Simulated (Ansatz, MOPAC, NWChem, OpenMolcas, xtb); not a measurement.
**A ladder of methods for CH2FNSi (SMILES FC1=N[SiH2]1)**

CH2FNSi, singlet, SMILES `FC1=N[SiH2]1`. Each level relaxes the structure for itself.

Each level gives the highest harmonic wavenumber at each level's own minimum (cm⁻¹). The values are calculated.

| level | kind | program | value (cm⁻¹) |
| --- | --- | --- | --- |
| AM1 | semi-empirical | MOPAC | 2263 |
| PM6-D3H4 | semi-empirical | MOPAC | 2147 |
| PM7 | semi-empirical | MOPAC | 2334 |
| GFN1-xTB | semi-empirical | xtb | 2261 |
| HF/3-21G | Hartree–Fock | OpenMolcas | 2393 |
| HF/6-31G* (Cartesian functions) | Hartree–Fock | OpenMolcas | 2451 |
| B3LYP-D3(BJ)/6-311G** | global hybrid | NWChem | 2295 |
| B3LYP/def2-SVP | global hybrid | NWChem | 2290 |
| PBE0-D4/def2-TZVP | global hybrid | Ansatz | 2284 |

Harmonic and unscaled. The values span 2147 to 2451 cm⁻¹.
